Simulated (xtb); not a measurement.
xtb input (GFN2-xTB):

```bash
xtb mol.xyz --gfn 2 --ohess tight --chrg -1 --uhf 0
```
mol.xyz:
```
15

Si    -0.34586681    -0.18787362    -0.58471600
C     -1.39945259     1.30572812    -0.91566854
C     -0.97772992    -1.11085713     0.97489915
N      1.28605141     0.38293101    -0.24989852
Si     2.70538050    -0.51216226     0.27217214
H     -0.36359164    -1.13104774    -1.70414836
H     -2.38968332     1.00997824    -1.25752852
H     -0.94385675     1.89451659    -1.79307611
H     -1.45420980     1.98683977    -0.08115052
H     -1.99183576    -1.47158610     0.84240160
H     -0.35169203    -1.99091774     1.21977967
H     -1.02687612    -0.44869152     1.82064106
H      1.47501767     1.27853873    -0.56642091
H      3.62447618     0.47429221     0.62769964
H      2.33093999    -1.40827704     1.33470580
```

End of the output:

```
       7    232.33    -0.55481 ( 99.79%)    -0.60139 (  0.21%)    -0.55491
       8    258.25    -0.49897 ( 99.86%)    -0.57007 (  0.14%)    -0.49907
   ------------------------------------------------------------------------

   temp. (K)  partition function   enthalpy   heat capacity  entropy
                                   cal/mol     cal/K/mol   cal/K/mol   J/K/mol
Note: The following floating-point exceptions are signalling: IEEE_UNDERFLOW_FLAG IEEE_DENORMAL
normal termination of xtb
 298.15  VIB   823.                 4298.142     26.389     27.422
         ROT  0.252E+06              888.752      2.981     27.698
         INT  0.208E+09             5186.894     29.370     55.121
         TR   0.103E+28             1481.254      4.968     39.825
         TOT                        6668.1482    34.3380    94.9456   397.2522

       T/K    H(0)-H(T)+PV         H(T)/Eh          T*S/Eh         G(T)/Eh
   ------------------------------------------------------------------------
    298.15    0.106264E-01    0.121473E+00    0.451117E-01    0.763616E-01
   ------------------------------------------------------------------------

         :::::::::::::::::::::::::::::::::::::::::::::::::::::
         ::                  THERMODYNAMIC                  ::
         :::::::::::::::::::::::::::::::::::::::::::::::::::::
         :: total free energy         -15.834619249256 Eh   ::
         ::.................................................::
         :: total energy              -15.910980862190 Eh   ::
         :: zero point energy           0.110846942119 Eh   ::
         :: G(RRHO) w/o ZPVE           -0.034485329184 Eh   ::
         :: G(RRHO) contrib.            0.076361612935 Eh   ::
         :::::::::::::::::::::::::::::::::::::::::::::::::::::

optimized geometry written to: xtbopt.xyz

           -------------------------------------------------
          | TOTAL ENERGY              -15.910980862190 Eh   |
          | TOTAL ENTHALPY            -15.789507549514 Eh   |
          | TOTAL FREE ENERGY         -15.834619249256 Eh   |
          | GRADIENT NORM               0.000154696882 Eh/α |
          | HOMO-LUMO GAP               3.069485237524 eV   |
           -------------------------------------------------

------------------------------------------------------------------------
------------------------------------------------------------------------
 total:
 SCF:
 ANC optimizer:
 analytical hessian:
```

It need not be the lowest isomer of its formula. Whether it binds its extra electron was not tested at this geometry.
